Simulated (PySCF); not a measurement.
Species: C5H9NO2Si.
Geometry (GFN2-xTB, Å), atoms numbered from 1 in this order:
```xyz
18
C5H9NO2Si angstrom
N     -2.1398   -0.3329    0.8183
C     -2.3132    0.4808   -0.1240
C     -1.1572    0.8730   -0.9609
C      0.0212   -0.0526   -0.7071
O      1.2298    0.6494   -0.9956
C      2.3467   -0.0261   -0.4720
C      2.0575   -0.5722    0.9191
O      2.9333   -0.9509    1.6600
Si     0.1241   -0.5937    1.1286
H     -2.9343   -0.5662    1.4037
H     -3.2764    0.9396   -0.3631
H     -0.8617    1.8877   -0.6748
H     -1.4470    0.9165   -2.0135
H     -0.0530   -0.9186   -1.3837
H      2.6107   -0.8893   -1.1078
H      3.1841    0.6741   -0.4740
H     -0.1059    0.4663    2.1083
H     -0.2277   -1.9785    1.4067
```

NICS is the negative of the GIAO shielding at a point without a nucleus: at the ring centre (0) and 1 Å above and below it (1); zz is the component along the ring normal. Level: GIAO PBE0/pcSseg-1 (PySCF, non-relativistic, gas phase) on the GFN2-xTB geometry, one conformer.

Ring bond lengths (Å), with Mayer bond orders in brackets: C4–O5 1.427 (0.86), O5–C6 1.406 (0.92), C6–C7 1.522 (0.92), C7–Si9 1.945 (0.74), Si9–C4 1.917 (0.82).

**Question.** What do the NICS probes read (ppm)?

**Answer.** 
```csv
ring,type,NICS(0),"NICS(1), two faces","NICS(1)zz, two faces",rms pucker (Å),"centre to ring atoms, mean (Å)"
C4–O5–C6–C7–Si9,5-membered ring with O and Si; formal bonds all single,3.9,-0.3 / -0.7,-0.4 / -0.8,0.17,1.37
```

**Question.** What do they say, and how far can they be read as aromaticity?

**Answer.** 
- C4–O5–C6–C7–Si9: mean NICS(1)zz -0.6 ppm, near zero. C4, C6, Si9 have four or more neighbours, so the value isn't read as a sign of a π ring current.

**Question.** What field does 1 T along the ring normal induce along that normal at the second NICS(1) probe listed for ring C4–O5–C6–C7–Si9, 1 Å off the ring?

**Answer.** NICSzz × B0 = -0.8 ppm × 1 T = -1 μT, against the applied field.

Hardware: Arm Neoverse N1, one thread, shared host with 64 logical CPUs at a one-minute load of 59. Cost: 82 s wall, 0.95 GiB resident at most. This is the whole shielding run at PBE0/pcSseg-1, SCF included.
